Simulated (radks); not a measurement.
Q: Radial electron density D(r) = 4 pi r^2 rho(r) of an atom or ion with 18 electrons. Method: scalar-relativistic Kohn-Sham, LB94 model potential, spin-polarised, spherical densities, finite nucleus; Fermi nuclear charge, rms radius of each element as measured or else 0.836 A^(1/3) + 0.57 fm; computed with a radial shooting solver on a logarithmic mesh with Libxc functionals.

```
   r/bohr * D(r) (the largest magnitude, 75.1, reaches the edge; | marks zero)
 0.003129 |      *
 0.003914 |         *
 0.004858 |            *
 0.006029 |                 *
 0.007543 |                      *
 0.009362 |                            *
  0.01171 |                                   *
  0.01454 |                                        *
  0.01819 |                                            *
  0.02257 |                                            *
  0.02801 |                                           *
  0.03505 |                                        *
  0.04349 |                                       *
  0.05441 |                                          *
  0.06753 |                                                 *
  0.08449 |                                                      *
   0.1049 |                                                   *
   0.1301 |                                      *
   0.1628 |                        *
   0.2021 |                   *
   0.2528 |                      *
   0.3138 |                      *
   0.3925 |              *
   0.4872 |     *
   0.6046 |*
   0.7564 *
   0.9388 *
```

What is the nuclear charge?

A: Z = 48. The innermost maximum, from 1s, lies near gamma/Z bohr with gamma = sqrt(1 - (Z/c)^2) = 0.937, here 0.0195 bohr (found: 0.0215), and its height grows with Z. The density is that of the cadmium ion Cd30+ in [Ar]; the configuration itself is not fixed sharply by these data, and Z only to a few units. D(r) has 3 maxima, at r = 0.0215, 0.0879, 0.287 bohr, and minima at 0.0418, 0.202 bohr, inside which lie 2.01, 10.42 electrons.
